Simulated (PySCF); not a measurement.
C₃H₆BFO, singlet, at the geometry of the source list, with bond 7-2 at 1.3 times its length; HF/STO-3G run with PySCF.

PySCF was given this input:
```python
from pyscf import gto, scf

mol = gto.M(
    atom='''
F     1.92080000    0.29930000   -1.16580000
C     1.78850000   -0.08410000    0.16210000
B     0.25960000   -0.28080000    0.55410000
C    -1.06230000   -0.79550000   -0.13430000
C    -1.22920000    0.71320000   -0.19520000
O    -0.68750000    0.70340000    1.10180000
H     2.38728000    0.89077000    1.05520000
H     2.31000000   -1.04240000    0.38150000
H    -0.97250000   -1.31190000   -1.08820000
H    -1.79190000   -1.18960000    0.60180000
H    -0.51440000    1.24530000   -0.84940000
H    -2.27020000    1.07730000   -0.21750000
''',
    basis='sto-3g',
    verbose=4,
)

mf = scf.RHF(mol)
mf.diis = False
mf.damp = 0.6
mf.diis_start_cycle = 200
mf.max_cycle = 150
mf.kernel()
```

It wrote (shortened):

```
PySCF version 2.14.0

[INPUT] verbose = 4
[INPUT] num. atoms = 12
[INPUT] num. electrons = 46
[INPUT] charge = 0
[INPUT] spin (= nelec alpha-beta = 2S) = 0
[INPUT] symmetry False subgroup None
[INPUT] Mole.unit = angstrom
[INPUT] Symbol           X                Y                Z      unit          X                Y                Z       unit  Magmom
[...]
nuclear repulsion = 224.489068770537
number of shells = 24
number of NR pGTOs = 108
number of NR cGTOs = 36
basis = sto-3g
ecp = {}

******** <class 'pyscf.scf.hf.RHF'> ********
method = RHF
initial guess = minao
damping factor = 0.6
level_shift factor = 0
DIIS disabled
SCF conv_tol = 1e-09
SCF conv_tol_grad = None
SCF max_cycles = 150
direct_scf = True
direct_scf_tol = 1e-13
Set gradient conv threshold to 3.16228e-05
Initial guess from minao.
init E= -312.919885165555
[...]
cycle= 1 E= -311.661117872895  delta_E= 1.26  |g|= 0.679  |ddm|= 4.24
[...]
cycle= 2 E= -311.796011334353  delta_E= -0.135  |g|= 0.346  |ddm|= 0.536
[...]
cycle= 3 E= -311.830205967773  delta_E= -0.0342  |g|= 0.193  |ddm|= 0.26
[...]
cycle= 4 E= -311.840793841801  delta_E= -0.0106  |g|= 0.121  |ddm|= 0.141
[...]
cycle= 5 E= -311.844924793138  delta_E= -0.00413  |g|= 0.0814  |ddm|= 0.0876
[...]
cycle= 6 E= -311.846798154189  delta_E= -0.00187  |g|= 0.0568  |ddm|= 0.0589
[...]
cycle= 7 E= -311.847717388484  delta_E= -0.000919  |g|= 0.0404  |ddm|= 0.0412
[...]
cycle= 8 E= -311.848187350698  delta_E= -0.00047  |g|= 0.0291  |ddm|= 0.0295
[...]
cycle= 9 E= -311.84843345155  delta_E= -0.000246  |g|= 0.0211  |ddm|= 0.0213
[...]
cycle= 10 E= -311.848564455362  delta_E= -0.000131  |g|= 0.0153  |ddm|= 0.0155
[...]
cycle= 11 E= -311.848635096792  delta_E= -7.06e-05  |g|= 0.0112  |ddm|= 0.0114
[...]
cycle= 12 E= -311.848673618182  delta_E= -3.85e-05  |g|= 0.00825  |ddm|= 0.00839
[...]
cycle= 13 E= -311.848694842448  delta_E= -2.12e-05  |g|= 0.0061  |ddm|= 0.00621
[...]
cycle= 14 E= -311.848706652459  delta_E= -1.18e-05  |g|= 0.00453  |ddm|= 0.00462
[...]
cycle= 15 E= -311.848713287548  delta_E= -6.64e-06  |g|= 0.00337  |ddm|= 0.00345
[...]
cycle= 16 E= -311.848717050805  delta_E= -3.76e-06  |g|= 0.00253  |ddm|= 0.00259
[...]
cycle= 17 E= -311.848719205422  delta_E= -2.15e-06  |g|= 0.0019  |ddm|= 0.00195
[...]
cycle= 18 E= -311.848720450636  delta_E= -1.25e-06  |g|= 0.00144  |ddm|= 0.00148
[...]
cycle= 19 E= -311.848721177018  delta_E= -7.26e-07  |g|= 0.00109  |ddm|= 0.00112
[...]
cycle= 20 E= -311.848721604684  delta_E= -4.28e-07  |g|= 0.000832  |ddm|= 0.000858
[...]
cycle= 21 E= -311.848721858792  delta_E= -2.54e-07  |g|= 0.000638  |ddm|= 0.000659
[...]
cycle= 22 E= -311.848722011147  delta_E= -1.52e-07  |g|= 0.000491  |ddm|= 0.000508
[...]
cycle= 23 E= -311.848722103303  delta_E= -9.22e-08  |g|= 0.00038  |ddm|= 0.000394
[...]
cycle= 24 E= -311.848722159529  delta_E= -5.62e-08  |g|= 0.000295  |ddm|= 0.000307
[...]
cycle= 25 E= -311.848722194121  delta_E= -3.46e-08  |g|= 0.00023  |ddm|= 0.00024
[...]
cycle= 26 E= -311.848722215571  delta_E= -2.15e-08  |g|= 0.00018  |ddm|= 0.000189
[...]
cycle= 27 E= -311.848722228975  delta_E= -1.34e-08  |g|= 0.000142  |ddm|= 0.000149
[...]
cycle= 28 E= -311.848722237413  delta_E= -8.44e-09  |g|= 0.000112  |ddm|= 0.000118
[...]
cycle= 29 E= -311.848722242758  delta_E= -5.35e-09  |g|= 8.88e-05  |ddm|= 9.37e-05
[...]
cycle= 30 E= -311.848722246168  delta_E= -3.41e-09  |g|= 7.06e-05  |ddm|= 7.48e-05
[...]
cycle= 31 E= -311.848722248354  delta_E= -2.19e-09  |g|= 5.64e-05  |ddm|= 5.98e-05
[...]
cycle= 32 E= -311.848722249765  delta_E= -1.41e-09  |g|= 4.51e-05  |ddm|= 4.8e-05
[...]
cycle= 33 E= -311.848722250678  delta_E= -9.13e-10  |g|= 3.62e-05  |ddm|= 3.87e-05
[...]
cycle= 34 E= -311.848722251274  delta_E= -5.95e-10  |g|= 2.92e-05  |ddm|= 3.12e-05
[...]
Extra cycle  E= -311.848722252093  delta_E= -8.19e-10  |g|= 1.52e-05  |ddm|= 6.31e-05
converged SCF energy = -311.848722252093
```
